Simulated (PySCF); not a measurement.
Screening by computed properties: pick the candidate that meets the target.

Species are written as SMILES; each is one conformer at its optimised geometry, gas phase, non-relativistic unless stated. Electronic properties by PySCF.

The conformers computed, where there is a choice (atom-mapped SMILES and torsion angles):
- `[CH3:1][Si@@H:2]([OH:3])[Si@:4]([CH3:5])([F:6])[O:7][SiH3:8]`: C1–Si2–Si4–C5 -142°, Si2–Si4–O7–Si8 61°, H–O3–Si2–C1 57°
- `[CH3:1][O:2]/[CH:3]=[C:4](/[Cl:5])[C@H:6]1[O:7][C:8](=[O:9])[SiH2:10]1`: C1–O2–C3–C4 176°, C3–C4–C6–O7 -62°
- `[CH3:1][O:2][Si:3]([F:4])([O:5][CH3:6])[SiH2:7][SiH3:8]`: C1–O2–Si3–F4 -63°, O2–Si3–O5–C6 175°, O2–Si3–Si7–Si8 61°
- `[H]/[N:7]=[CH:6]\[C:5](=[CH:4]\[N:2]([CH3:1])[CH3:3])[SiH2:8][Cl:9]`: C1–N2–C4–C5 169°, C4–C5–C6–N7 -19°, C4–C5–Si8–Cl9 82°
- `[CH3:1][NH:2][P+:3]1([CH3:4])[CH:5]=[CH:6][CH2:7][CH:8]=[CH:9]1`: C1–N2–P3–C4 -55°

Task: Wanted: dipole moment between 2 D and 4 D (PBE0/pcSseg-1) and HOMO–LUMO gap below 5.8 eV (PBE0/pcSseg-1), at GFN2-xTB geometries. Which candidate meets both?
A. `CO/C=C(/Cl)[C@H]1OC(=O)[SiH2]1`
B. `N(/C=C(/C=N\[H])[SiH2]Cl)(C)C`
C. `F[Si]1(F)C(=CC(F)=C1)C`
D. `CO[Si](F)(OC)[SiH2][SiH3]`
E. `Cc1ccc2c(c1)C(F)=CC2`
F. `C[Si@@H](O)[Si@](C)(F)O[SiH3]`

Result: C. Computed values:
```csv
species,dipole moment,HOMO–LUMO gap
CO[Si](F)(OC)[SiH2][SiH3],1.54 D,8.02 eV
Cc1ccc2c(c1)C(F)=CC2,1.78 D,5.60 eV
F[Si]1(F)C(=CC(F)=C1)C,2.09 D,4.82 eV
C[Si@@H](O)[Si@](C)(F)O[SiH3],2.77 D,7.13 eV
CO/C=C(/Cl)[C@H]1OC(=O)[SiH2]1,4.56 D,5.99 eV
N(/C=C(/C=N\[H])[SiH2]Cl)(C)C,6.10 D,5.17 eV
```

Task: Wanted: HOMO energy between -10 eV and -6.3 eV (PBE0/pcSseg-1) and smallest rotational constant above 0.7 GHz (GFN2-xTB), at GFN2-xTB geometries. Which candidate meets both?
A. `CC1=CC(=C[Si]1(F)F)F`
B. `CN[P+]1(C)C=CCC=C1`
C. `[H]/N=C\C(=C\N(C)C)[SiH2]Cl`
D. `c12C(=CCc1ccc(c2)C)F`

Result: A. Computed values:
```
                    species  HOMO energy  smallest rotational constant
         CN[P+]1(C)C=CCC=C1    -11.70 eV                     0.941 GHz
       CC1=CC(=C[Si]1(F)F)F     -7.11 eV                     0.834 GHz
       c12C(=CCc1ccc(c2)C)F     -6.41 eV                     0.630 GHz
[H]/N=C\C(=C\N(C)C)[SiH2]Cl     -6.17 eV                     0.560 GHz
```
